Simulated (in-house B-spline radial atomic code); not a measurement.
A calculation on Mo⁺ (an excited or competing configuration): its settings, and results tabulated from the run. Computed with a B-spline radial code for spherical atoms: scalar-relativistic (X2C) PBE0, spin-polarised, spherical fractional occupations, exact exchange averaged over the configuration, Fermi nucleus of rms radius 4.4091 fm.

Command:
```bash
python run_scf.py task.json out
```
Settings (nuclear radius in fm, mass in u):
```
Z                42
configuration    [Ar] 3d10 4s2 4p5 4d6
hamiltonian      x2c
method           pbe0
spin_polarised   True
nucleus          fermi
rms_radius       4.4091
atomic_mass      97.9054
speed_of_light   137.035999084
exact_exchange   averaged over the configuration
```

Output (hartree, bohr):
```
 radial grid: 82 intervals, B-splines of order 8, outer radius 60 bohr

 iter        energy (Eh)    residual
    1       -4040.538342    4.31e-01
    2       -4043.210887    2.78e-01
    3       -4046.365952    6.04e-02
    4       -4046.521472    1.42e-02
    5       -4046.529776    6.99e-03
    6       -4046.531669    2.97e-03
    7       -4046.531966    1.58e-03
    8       -4046.532073    6.60e-05
    9       -4046.532073    1.04e-05
   10       -4046.532073    3.53e-07

 total energy                     -4046.53207
 kinetic                            4195.7174
 electron-nucleus                  -9765.4609
 Hartree                            1647.3253
 exact exchange                      -30.4488
 exchange-correlation                -93.6651

 orbital      occ     eigenvalue          <r>       <r^2>       <1/r>       r_max
 1s up      1.000      -730.6405    0.0346683  0.00163282     44.9821     0.02229
 1s down    1.000      -730.6334     0.034668  0.00163279     44.9824     0.02229
 2s up      1.000      -104.1992     0.153235   0.0277467     10.0717      0.1295
 2s down    1.000      -104.1744     0.153219   0.0277406     10.0728      0.1295
 2p up      3.000       -93.1586     0.133756   0.0218789     9.56025      0.1034
 2p down    3.000       -93.1337     0.133743   0.0218742     9.56096      0.1034
 3s up      1.000       -18.3301     0.427983    0.209944     3.42337      0.3834
 3s down    1.000       -18.3100     0.427937    0.209828     3.42227      0.3836
 3p up      3.000       -14.6816     0.429786    0.215036      3.2155      0.3771
 3p down    3.000       -14.6571     0.429844    0.215018     3.21368      0.3773
 3d up      5.000        -8.7376     0.414773    0.206803     2.97025      0.3227
 3d down    5.000        -8.7054     0.414643    0.206496     2.96964       0.323
 4s up      1.000        -2.8854      1.10953     1.39486     1.23177       0.991
 4s down    1.000        -2.6998      1.10312     1.38017     1.24254       0.985
 4p up      3.000        -1.8934      1.23408     1.74463     1.08635       1.072
 4p down    2.000        -1.7115      1.23032     1.73809     1.09394       1.066
 4d up      5.000        -0.5118      1.77286     3.79056    0.752378       1.353
 4d down    1.000        -0.3754      1.92616     4.59693    0.707591       1.375
```

Time taken, with all properties: 0.29 s on 1 thread of Intel(R) Xeon(R) Platinum 8488C (shared host).

One-electron X2C: radii and densities carry no picture-change correction, so inner-shell <1/r> comes out high (for 1s by about 2 % at Z = 33, 5 % at 54, 10 % at 75, 30 % at 118) and <r> low.
